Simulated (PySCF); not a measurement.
# Atomic charges by several schemes

C₈H₁₅N.
Structure used (GFN2-xTB), in Å, numbered top down from 1:
```xyz
24
C8H15N angstrom
C      3.2527   -0.3464    0.3149
C      2.0672   -0.7752   -0.0762
C      1.1046    0.0142   -0.9073
C     -0.1691    0.2377   -0.1051
N     -0.4591    1.2305    0.6067
C      0.3684    2.3755    0.8145
C     -1.1813   -0.8836   -0.1989
C     -2.1438   -0.5854   -1.3526
C     -1.9530   -1.0506    1.1065
H      3.9023   -0.9497    0.9256
H      3.6310    0.6234    0.0344
H      1.7188   -1.7553    0.2242
H      0.8477   -0.5521   -1.8060
H      1.5524    0.9613   -1.2098
H      1.3855    2.3078    0.4158
H      0.4225    2.5432    1.8914
H     -0.1348    3.2381    0.3727
H     -0.6501   -1.8154   -0.4231
H     -2.6948    0.3277   -1.1428
H     -2.8520   -1.4024   -1.4709
H     -1.6055   -0.4583   -2.2897
H     -1.2724   -1.2861    1.9211
H     -2.6813   -1.8532    1.0135
H     -2.4674   -0.1259    1.3488
```

Density: PBE0/pcSseg-1 (PySCF); schemes: Mulliken, IAO, Hirshfeld and ESP-fitted. The structure is a single GFN2-xTB conformer in the gas phase; no vibrational or solvent corrections.

Q: What partial charge does each atom carry?

A: In e; atoms taken as equivalent share a row and are averaged (×n: the atom named and its like, n in all):

```csv
atom,environment,Mulliken,IAO,Hirshfeld,ESP-fitted
C1,terminal =CH2 carbon,-0.138,-0.324,-0.107,-0.488
C2,alkene CH carbon,-0.226,-0.123,-0.035,+0.017
C3,allylic carbon,-0.147,-0.301,-0.075,-0.413
C4,imine carbon,+0.045,+0.171,+0.097,+0.567
N5,imine nitrogen,-0.444,-0.291,-0.140,-0.417
C6,N-methyl carbon,-0.093,-0.306,-0.075,-0.336
C7,sp3 CH carbon,-0.340,-0.109,-0.025,+0.080
C8/C9,methyl carbon,-0.186,-0.412,-0.122,-0.406
H10,vinylic hydrogen,+0.116,+0.153,+0.046,+0.183
H11,vinylic hydrogen,+0.108,+0.142,+0.043,+0.198
H12,vinylic hydrogen,+0.115,+0.142,+0.045,+0.090
H13/H14,methylene hydrogen,+0.136,+0.146,+0.045,+0.138
H15/H16/H17,methyl hydrogen,+0.108,+0.141,+0.042,+0.137
H18,methine hydrogen,+0.111,+0.119,+0.034,+0.042
H19 (×6),methyl hydrogen,+0.112,+0.140,+0.036,+0.100
```

Mean size of the charges over all atoms: ESP-fitted 0.206 e, IAO 0.190 e, Mulliken 0.147 e, Hirshfeld 0.058 e. Each set sums to the total charge, 0, to within 0.001 e. The ESP scheme is a least-squares fit of atom-centred charges to the potential on four shells outside the van der Waals surface, with the total charge fixed.

Some averages cover members that differ in this geometry: H19 (×6), ESP-fitted +0.079 to +0.129; H15/H16/H17, IAO +0.108 to +0.159; H15/H16/H17, ESP-fitted +0.109 to +0.159; C8/C9, ESP-fitted -0.423 to -0.389 e.

Lowest charge. The schemes don't all agree: Mulliken N5 (-0.444); IAO C8/C9 (-0.412); Hirshfeld N5 (-0.140); ESP-fitted C1 (-0.488).

Highest charge. The schemes don't all agree: Mulliken H13/H14 (+0.136); IAO C4 (+0.171); Hirshfeld C4 (+0.097); ESP-fitted C4 (+0.567).

Q: Sum the charges by element, for elements with more than one atom.

A: 
| element | atoms | Mulliken | IAO | Hirshfeld | ESP-fitted |
| --- | --- | --- | --- | --- | --- |
| C | 8 | -1.271 | -1.818 | -0.463 | -1.385 |
| H | 15 | +1.715 | +2.109 | +0.603 | +1.803 |

Q: How closely do the schemes follow one another over all atoms?

A: Correlation coefficient and root-mean-square difference: IAO with Hirshfeld 0.97, 0.147 e; Hirshfeld with ESP-fitted 0.95, 0.196 e; IAO with ESP-fitted 0.91, 0.111 e; Mulliken with Hirshfeld 0.85, 0.117 e; Mulliken with IAO 0.84, 0.116 e; Mulliken with ESP-fitted 0.67, 0.192 e.

Q: How many electrons does the IAO scheme count on C8?

A: Its own charge is -0.411 e, so Z − q = 6.411.

The run behind these numbers computed NMR shieldings as well. On one thread, Arm Neoverse V1, on a shared host, this took 52 s of wall time.
